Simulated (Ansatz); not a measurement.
```xyz
8

O     0.0000    1.1906    0.0000
O     0.0000   -1.1906    0.0000
Mn    1.3500    0.0000    0.0000
F     2.3606    0.0000    1.4287
F     2.3606    0.0000   -1.4287
Mn   -1.3500    0.0000    0.0000
F    -2.3606    0.0000    1.4287
F    -2.3606    0.0000   -1.4287
```

Basis set: def2-TZVP on O, F; pcseg-2 on Mn. Charge 0. Computed with Ansatz (development build ahead of 0.2.0); the lowest solution found for each multiplicity.

Question: How do the multiplicities compare at this shape? Give, from the lowest of each method, PBE0 (unrestricted) for 1, 7; PBE0 (restricted) for 1, 7.

Answer:

| method | multiplicity | E (eV) | <S²> |
| --- | --- | --- | --- |
| PBE0, unrestricted | 1 | 0.000 | 3.11 |
| PBE0, unrestricted | 7 | 0.392 | 12.17 |
| PBE0, restricted | 1 | 2.949 | 0.00 |
| PBE0, restricted | 7 | 0.000 | 12.00 |

Caution for PBE0, unrestricted: the unrestricted determinant is a mixture of spin states. Caution for PBE0, restricted: an unrestricted determinant lies well below.
